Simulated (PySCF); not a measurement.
Ge(H)2(Me)(vinyl) (C3H8Ge), SMILES [GeH2]([CH3])[CH]=C. Atoms are numbered in the order given.

```xyz
12

Ge     0.4238    -0.5012     0.0000
C     -1.4167    -1.1494     0.0000
C      0.4488     1.4420     0.0000
C     -0.6545     2.1954     0.0000
H      1.1749    -1.0225    -1.2452
H      1.1749    -1.0225     1.2452
H     -1.9504    -0.7944     0.8936
H     -1.4332    -2.2486     0.0000
H     -1.9504    -0.7944    -0.8936
H      1.4247     1.9443     0.0000
H     -1.6592     1.7575     0.0000
H     -0.6099     3.2906     0.0000
```

Geometry: PBE0-D3(BJ)/def2-SVP. The structure was generated by enumeration, and PubChem lists no compound with its InChIKey, so it may never have been made. Other conformers were not sampled.

These are PBE0/pcSseg-1 in PySCF values and carry that method's errors.

GIAO shieldings, no solvent; atoms listed in one row are averaged. δ = σ(ref) − σ: ⁷³Ge against GeH4 (σ = 1658.3 ppm); ¹³C against TMS (σ = 186.3 ppm); ¹H against TMS (σ = 31.56 ppm), references at their B3LYP-D3(BJ)/def2-TZVP geometries, non-relativistic.

Computed chemical shifts:
```
nucleus       atoms  count  δ (ppm)
-------  ----------  -----  -------
⁷³Ge            Ge1      1    175.2
¹³C              C3      1    145.5
¹³C              C4      1    142.6
¹³C              C2      1     -8.0
¹H              H10      1     6.80
¹H              H12      1     6.63
¹H              H11      1     6.24
¹H           H5, H6      2     4.57
¹H       H7, H8, H9      3     0.64
```
